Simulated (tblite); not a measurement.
A tight-binding relaxation on `[Ga@@H-]([N]=C)([C]#CCC)[AsH3+]`.

Computed with GFN2-xTB geometry optimisation, gas phase (tblite 0.8.0). Start geometry: from a force field or distance geometry. The command runs a driver script over a list of jobs; the input below is this job's line of settings and its coordinates in Å.

Command:
```bash
OMP_NUM_THREADS=1 python probes_run.py task.json out
```

Input:
```
{"job": {"kind": "relax", "xc": "GFN2-xTB", "basis": "xTB"}, "charge": 0, "multiplicity": 1}
C     -2.949400     2.558500    -0.871900
N     -2.313900     1.488100    -1.033000
Ga    -1.562600     0.409800     0.329200
As    -2.605300    -1.807900     0.046100
C      0.361900     0.257900     0.011800
C      1.548800     0.164200    -0.176200
C      3.009100     0.057000    -0.370900
C      3.637900    -0.817400     0.717500
H     -3.308400     3.046500    -1.793500
H     -3.182300     3.017900     0.095300
H     -1.910100     0.889000     1.813700
H     -1.638200    -2.791900    -0.665300
H     -3.883200    -1.678300    -0.833000
H     -3.072400    -2.335900     1.441800
H      3.477800     1.047000    -0.283300
H      3.169800    -0.381800    -1.362100
H      3.096400    -1.790800     0.673200
H      3.398700    -0.372400     1.698700
H      4.715600    -0.950100     0.554400
```

Output:
```
step      E/eV     max force
  0    -615.91614    1.510
  1    -616.04713    2.317
  2    -616.34104    2.343
  3    -616.58557    1.064
  4    -616.72751    0.869
  5    -616.77935    0.623
  6    -616.81632    0.574
  7    -616.83595    0.455
  8    -616.85346    0.311
  9    -616.87124    0.314
... (176 lines left out)
186    -617.11904    0.020
187    -617.11911    0.019
188    -617.11917    0.015
189    -617.11923    0.017
190    -617.11930    0.015
191    -617.11935    0.010
192    -617.11938    0.013
193    -617.11940    0.011
194    -617.11941    0.012
195    -617.11943    0.009
```

«max force» is the largest atomic force in eV/Å.

Question: From which step on does the largest force stay under 0.1 eV/Å, and how much energy is left to gain from there?

Answer: From step 150 (0.081 eV/Å), 10.1 meV above the end.

Summary of the converged run: energy lowered by 27.7 kcal/mol over 195 steps; largest atomic force 0.009 eV/Å at the end.

On an Arm Neoverse V1 with one thread, shared host with 32 logical CPUs at a one-minute load of 26, this took 1.8 s of wall time.
Labels such as C1 count atoms from 1, the log's own numbers from 0.
